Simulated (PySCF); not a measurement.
## Energy of Ni²⁺ (nickel, charge +2) between two integer charges

The 3d beta orbital of [Ar] 3d8 is emptied in steps (occupation f), with all orbitals relaxed, ending at [Ar] 3d7. Calculation: PySCF 2.14, in aug-cc-pVTZ (8s7p5d3f2g, 93 functions); the non-relativistic Hamiltonian (point nucleus). The exact energy is a straight line in f; departures are measured from the line between the end points of the same method.

```
  f  r2SCAN0 (eV)
  1         0.000
0.8        -0.827
0.6        -1.244
0.4        -1.245
0.2        -0.830
  0         0.000
```

```
 method  E(f=0) − E(f=1) (eV)  −ε at f=1 (eV)  −ε at f=0.4 (eV)
r2SCAN0                35.746          30.594            36.781
```

Orbital energy along the path (eV):

| f | r2SCAN0 |
| --- | --- |
| 1 | -30.594 |
| 0.8 | -32.632 |
| 0.6 | -34.700 |
| 0.4 | -36.781 |
| 0.2 | -38.861 |
| 0 | -40.922 |

Reference removal energy between the ground levels: 35.187 ± 0.019 eV (measured; NIST Atomic Spectra Database, ionization energies). The calculation has no spin-orbit coupling. The determinant left behind need not be the lowest term of the ion.
